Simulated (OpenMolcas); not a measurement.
Au5+ among 6 point charges of -1.5 e arranged as a tetragonal octahedron (D4h), 1.93 Å from the ion, with the axial distance 2.200 Å.

```
Program             : OpenMolcas
Method              : SS-CASPT2, IPEA 0.25 Eh, imaginary shift 0.1 Eh (closed shells correlated: 5s 5p)
Basis               : ANO-RCC-VDZP [7s6p4d2f]
Scalar Hamiltonian  : DKH2, point nucleus
Active space        : 6 electrons in 5 orbitals (5d)
State averaging     : 2S+1 = 5 even, 5 roots; 2S+1 = 3 even, 45 roots; 2S+1 = 1 even, 50 roots
Spin-orbit coupling : RASSI with atomic mean-field integrals over the reference wave functions
```

What is the spin-free ground state (labels of D4, the rotations of D4h)?

5E, 2-fold in its orbital part, 100 % from free-ion D terms; it has the highest spin that d6 allows.

Where is the first state of the same spin?

5B2 at 2870 cm-1 above the ground state.

What are the lowest two levels with spin-orbit coupling?

A 1-fold level A1, then a 1-fold level B1 66 cm-1 above it. Their leading multiplicities are 5 (71 %) and 5 (71 %).

What is χT at 300 K?

4.37 cm3 K/mol.

Spin-orbit coupling mixes the spin-free states strongly: the lowest level takes only 41 % from its leading state, 5E. Point charges give a weaker field than real ligands, and real ions of this kind are as a rule low spin; the high spin found here belongs to the model. Free-ion shares, where given, are those of the reference states; single-state CASPT2 does not remix them. Point charges carry no covalency, so the field is a model and not that of real ligands. No measured value stands beside these numbers.
